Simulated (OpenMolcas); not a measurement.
**Ne2+: Slater's ratio, the spin-orbit constant, worked from levels**

| Item | Value |
| --- | --- |
| Program | OpenMolcas |
| Basis | ANO-RCC-VQZP [5s4p3d2f1g] |
| Scalar Hamiltonian | DKH2, point nucleus |
| Active space | 6 electrons in 4 orbitals (2s 2p) |
| State averaging | 2S+1 = 3 even, 3 roots; 2S+1 = 1 even, 6 roots; 2S+1 = 3 odd, 3 roots; 2S+1 = 1 odd, 3 roots |
| Spin-orbit coupling | RASSI with atomic mean-field integrals over the reference wave functions, term energies averaged over their components |

Methods: CASSCF; SS-CASPT2, IPEA 0.25 Eh, imaginary shift 0.1 Eh (closed shells correlated: 1s). Measured levels: Moore, Atomic Energy Levels, vol. I, NSRDS-NBS 35 (1971 reprint of NBS Circular 467, 1949).

**Slater's ratio.** With one set of orbitals, p4 has 1D - 3P = 6 F2 and 1S - 1D = 9 F2 (F2 = F²/25), a ratio of 3/2. Term energies are centres of gravity, weighted by 2J + 1.

| Source | 1D - 3P | 1S - 3P | F2 from the first | Ratio |
| --- | --- | --- | --- | --- |
| CASSCF | 27531 | 52419 | 4588 | 0.904 |
| SS-CASPT2 | 25577 | 54966 | 4263 | 1.149 |
| measured | 25521 | 55427 | 4254 | 1.172 |

Energies in cm-1. A ratio away from 3/2 shows effects beyond one configuration with one set of orbitals, and in heavier atoms second-order spin-orbit shifts. In CASSCF the valence s occupation is 1.93 in 1S against 2.00 in 1D: mixing out of s² acts most on 1S and pulls it down.

**The spin-orbit constant.** For the Hund term 3P of p4, E(J) = (A/2) J(J+1) + constant and ζ = -2S·A = -2A. From J = 0 to J = 2 the energy changes by 3 A.

```json
{"Source": "CASSCF", "E(2) - E(0)": "-888.3", "A": "-296.1", "ζ": "592"}
{"Source": "SS-CASPT2", "E(2) - E(0)": "-889.4", "A": "-296.5", "ζ": "593"}
{"Source": "measured", "E(2) - E(0)": "-927.0", "A": "-309.0", "ζ": "618"}
```

All in cm-1. SS-CASPT2 is off by -4.1 % and CASSCF by -4.2 %. Both methods take the spin-orbit matrix elements from the reference wave functions, so the second can move ζ only through the term energies and any multistate remixing. Second-order mixing with other terms is absorbed into this ζ.

CASPT2 breaks the degeneracy within a term, and the mean is taken; among the terms shown or strongly mixed into the levels shown the widest spread is 32 cm-1 (2s2 2p4 1D, SS-CASPT2). Computed and measured levels are paired by configuration, term and J; levels that our copy of the source lacks, or whose pairing is in doubt (as where it misses far off the trend of its configuration), stay unpaired and out of the deviations. Levels of configurations outside the active space are missing.
